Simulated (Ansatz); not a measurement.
```yaml
crystal:
  periodic: [false, false, false]
  atoms:
    - {symbol: Mg, position_ang: [-1.974874, -1.435268, -2.018298]}
    - {symbol: Mg, position_ang: [0.699710, -0.981240, 0.219843]}
    - {symbol: Mg, position_ang: [-1.478582, 2.014152, -0.469732]}
    - {symbol: S, position_ang: [-0.223566, -2.703092, -1.066339]}
    - {symbol: S, position_ang: [1.145773, 1.833076, 1.493226]}
    - {symbol: S, position_ang: [-0.066900, 0.213157, 2.199625]}
    - {symbol: S, position_ang: [1.898430, 1.059215, -0.358335]}
basis:
  gaussian: {orbitals: def2-TZVPD, initial_orbitals: start.molden}
total_charge: -1
magnetization: {spin_polarized: true, initial_magnetization: 1}
hamiltonian: {xc: {name: wB97X-V}}
scf: {omitted_lower_state_checks: [starts]}
output: {orbitals: {seedname: orbitals}}
```

The file start.molden holds the orbitals of an earlier run on this structure, at another level or in another basis.

```sh
$ ansatz run in.yaml --threads 4 --pin off --events-out ev --progress --plain --max-ram 4787MiB
```

(1) Does this run fit into the memory that it is given?

Results:

(1) No. It has 289 basis functions, and Ansatz plans for 6 GiB where 5 GiB are given.
